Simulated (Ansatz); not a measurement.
Mulliken charges of `BC(F)[SiH3]` from r2SCAN/def2-TZVPP in Ansatz (PBE0-D4/def2-TZVP geometry).

```json
{"atom": "B1", "x (Å)": "0.144", "y (Å)": "1.384", "z (Å)": "-0.476", "charge (e)": "-0.105"}
{"atom": "C2", "x (Å)": "0.242", "y (Å)": "-0.086", "z (Å)": "-0.844", "charge (e)": "0.136"}
{"atom": "F3", "x (Å)": "1.493", "y (Å)": "-0.574", "z (Å)": "-1.205", "charge (e)": "-0.236"}
{"atom": "Si4", "x (Å)": "-0.273", "y (Å)": "-0.886", "z (Å)": "0.847", "charge (e)": "0.246"}
{"atom": "H5", "x (Å)": "-0.949", "y (Å)": "1.819", "z (Å)": "-0.250", "charge (e)": "0.021"}
{"atom": "H6", "x (Å)": "1.117", "y (Å)": "2.052", "z (Å)": "-0.301", "charge (e)": "0.022"}
{"atom": "H7", "x (Å)": "-0.507", "y (Å)": "-0.467", "z (Å)": "-1.548", "charge (e)": "0.077"}
{"atom": "H8", "x (Å)": "0.298", "y (Å)": "-2.255", "z (Å)": "0.855", "charge (e)": "-0.049"}
{"atom": "H9", "x (Å)": "-1.753", "y (Å)": "-0.922", "z (Å)": "0.929", "charge (e)": "-0.058"}
{"atom": "H10", "x (Å)": "0.269", "y (Å)": "-0.116", "z (Å)": "1.997", "charge (e)": "-0.053"}
```

**Question.** By hand: the dipole of these point charges (1 e Å = 4.8032 D).

**Answer.** Σ q r = (-0.363, -0.022, 0.095) e Å, of length 0.376 e Å = 1.81 D.

**Question.** How does the dipole of the full density compare? (An estimate is asked.)

**Answer.** The calculation gave: (-0.302, -0.056, 0.064) e Å, 1.51 D; the point charges give 1.20 times that, at 7° from its direction.

Point charges leave out the atoms' own dipoles, such as those of lone pairs, and Mulliken's split depends on the basis, so the two needn't agree.
